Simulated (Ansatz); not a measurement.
Stepwise reaction of `OB(O)Cl` with hydrogen, as a gas-phase model of exchange steps in deposition or etching. ΔE in kJ/mol; ΔG adds harmonic PBE0-D4 terms to CCSD(T)/CBS, at 1 bar.

Program: Ansatz. Geometries: PBE0-D4/def2-TZVP. ΔE: electronic, gas phase. CCSD(T)/CBS adds triple-zeta CCSD(T) − MP2 to the extrapolated MP2 energy (def2 sets, frozen cores). This one scheme is used for every species. DFT in def2-TZVPP. B3LYP here is the variant with VWN-RPA as its local correlation; programs differ in this. Each species was taken in one conformer, which may not be the lowest.

| step | reaction | PBE-D4 | B3LYP-D4 | ωB97M-V | CCSD(T)/CBS | ΔG(500 K) |
| --- | --- | --- | --- | --- | --- | --- |
| 2 | `OBCl` + H₂ → `BCl` + H₂O | 132.3 | 130.2 | 130.2 | 123.2 | 119.0 |

Problem. Give the row of step 1, `OB(O)Cl` + H₂ → `OBCl` + H₂O. (Best estimate.)

Solution. Ansatz gave: 
| step | reaction | PBE-D4 | B3LYP-D4 | ωB97M-V | CCSD(T)/CBS | ΔG(500 K) |
| --- | --- | --- | --- | --- | --- | --- |
| 1 | `OB(O)Cl` + H₂ → `OBCl` + H₂O | 100.9 | 103.3 | 104.3 | 98.0 | 93.0 |

Problem. By hand: ΔE of the 2 steps together at CCSD(T)/CBS.

Solution. (98.0) + (123.2) = 221.2 kJ/mol, or 110.6 kJ/mol a step.

In ΔE each step is higher than the one before. All are uphill at CCSD(T)/CBS. ΔG lies between 93.0 and 119.0 kJ/mol a step. PBE-D4 differs from CCSD(T)/CBS by 2.9 to 9.1 kJ/mol a step. Isolated molecules leave out the surface, adducts and barriers. Largest T1 diagnostic: 0.012.
